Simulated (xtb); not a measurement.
rhenium atom (Re), sextet (GFN-xTB shapes and energies of metal compounds can be far from the true ones); GFN2-xTB in xtb 6.7.1.

Input for xtb:
```
$ xtb mol.xyz --gfn 2 --uhf 5 --acc 1000 --json

# file mol.xyz
1

Re     0.00000000     0.00000000     0.00000000
```

Question: Predict the main parts of the log of this xtb run.

Answer: 
```
   ID    Z sym.   atoms
    1   75 Re     1

           -------------------------------------------------
          |                Calculation Setup                |
           -------------------------------------------------

           -------------------------------------------------
          |                 G F N 2 - x T B                 |
           -------------------------------------------------

          ...................................................
          :                      SETUP                      :
          :.................................................:
          :  # basis functions                  10          :
          :  # atomic orbitals                   9          :
          :  # shells                            3          :
          :  # electrons                         7          :
          :  max. iterations                   250          :
          :  Hamiltonian                  GFN2-xTB          :
          :  restarted?                      false          :
          :  GBSA solvation                  false          :
          :  PC potential                    false          :
          :  electronic temp.          300.0000000     K    :
          :  accuracy                 1000.0000000          :
          :  -> integral cutoff          0.2000000E+02      :
          :  -> integral neglect         0.1000000E-04      :
          :  -> SCF convergence          0.1000000E-02 Eh   :
          :  -> wf. convergence          0.1000000E+00 e    :
          :  Broyden damping             0.4000000          :
          :  net charge                          0          :
          :  unpaired electrons                  5          :
          ...................................................

 iter      E             dE          RMSdq      gap      omega  full diag
   1     -3.0016410 -0.300164E+01  0.141E+01    7.34       7.3  T
   2     -3.0016410  0.274003E-12  0.113E+01    7.29       7.3  T
   3     -3.0016410  0.617284E-13  0.871E+00    7.18       7.2  T
   4     -3.0016410  0.888178E-15  0.697E+00    7.06       7.1  T
   5     -3.0016410  0.444089E-15  0.558E+00    6.94       6.9  T
   6     -3.0016410 -0.133227E-14  0.446E+00    6.83       6.8  T
   7     -3.0016410  0.888178E-15  0.357E+00    6.73       6.7  T
   8     -3.0016410 -0.888178E-15  0.275E+00    6.63       6.6  T
   9     -3.0016410  0.888178E-15  0.220E+00    6.56       6.6  T
  10     -3.0016410 -0.444089E-15  0.169E+00    6.49       6.5  T
  11     -3.0016410  0.444089E-15  0.135E+00    6.45       6.4  T
  12     -3.0016410  0.000000E+00  0.104E+00    6.40       6.4  T
  13     -3.0016410 -0.444089E-15  0.834E-01    6.37       6.4  T
  14     -3.0016410  0.444089E-15  0.667E-01    6.35       6.3  T

   *** convergence criteria satisfied after 14 iterations ***

         :::::::::::::::::::::::::::::::::::::::::::::::::::::
         ::                     SUMMARY                     ::
         :::::::::::::::::::::::::::::::::::::::::::::::::::::
         :: total energy              -3.001641015966 Eh    ::
         :: gradient norm              0.000000000000 Eh/a0 ::
         :: HOMO-LUMO gap              6.348969745409 eV    ::
         ::.................................................::
         :: SCC energy                -3.001641015966 Eh    ::
         :: -> isotropic ES           -0.013333333333 Eh    ::
         :: -> anisotropic ES          0.000000000000 Eh    ::
         :: -> anisotropic XC          0.000000000000 Eh    ::
         :: -> dispersion              0.000000000000 Eh    ::
         :: repulsion energy           0.000000000000 Eh    ::
         :: add. restraining           0.000000000000 Eh    ::
         :: total charge              -0.000000000000 e     ::
         :::::::::::::::::::::::::::::::::::::::::::::::::::::

           -------------------------------------------------
          |                Property Printout                |
           -------------------------------------------------

    * Orbital Energies and Occupations

         #    Occupation            Energy/Eh            Energy/eV
      -------------------------------------------------------------
         1        2.0000           -0.4745940             -12.9144
         2        1.0000           -0.3469851              -9.4419
         3        1.0000           -0.3469851              -9.4419
         4        1.0000           -0.3469851              -9.4419
         5        1.0000           -0.3469851              -9.4419
         6        1.0000           -0.3469851              -9.4419 (HOMO)
         7                         -0.1136647              -3.0930 (LUMO)
         8                         -0.1136647              -3.0930
         9                         -0.1136647              -3.0930
      -------------------------------------------------------------
                  HL-Gap            0.2333203 Eh            6.3490 eV
             Fermi-level           -0.3205572 Eh           -8.7228 eV

     #   Z          covCN         q      C6AA      α(0)
     1  75 Re       0.000    -0.000   852.265    70.907

 Mol. C6AA /au·bohr⁶  :        852.265410
 Mol. C8AA /au·bohr⁸  :     126678.377565
 Mol. α(0) /au        :         70.906715

Wiberg/Mayer (AO) data.
largest (>0.10) Wiberg bond orders for each atom

 ---------------------------------------------------------------------------
     #   Z sym  total        # sym  WBO       # sym  WBO       # sym  WBO
 ---------------------------------------------------------------------------
     1  75 Re   0.000
 ---------------------------------------------------------------------------

molecular dipole:
                 x           y           z       tot (Debye)
 q only:        0.000       0.000       0.000
   full:        0.000       0.000       0.000       0.000
molecular quadrupole (traceless):
                xx          xy          yy          xz          yz          zz
 q only:        0.000       0.000       0.000       0.000       0.000       0.000
  q+dip:        0.000       0.000       0.000       0.000       0.000       0.000
   full:       -0.000       0.000      -0.000       0.000      -0.000      -0.000

           -------------------------------------------------
          | TOTAL ENERGY               -3.001641015966 Eh   |
          | GRADIENT NORM               0.000000000000 Eh/α |
          | HOMO-LUMO GAP               6.348969745409 eV   |
           -------------------------------------------------

normal termination of xtb
```
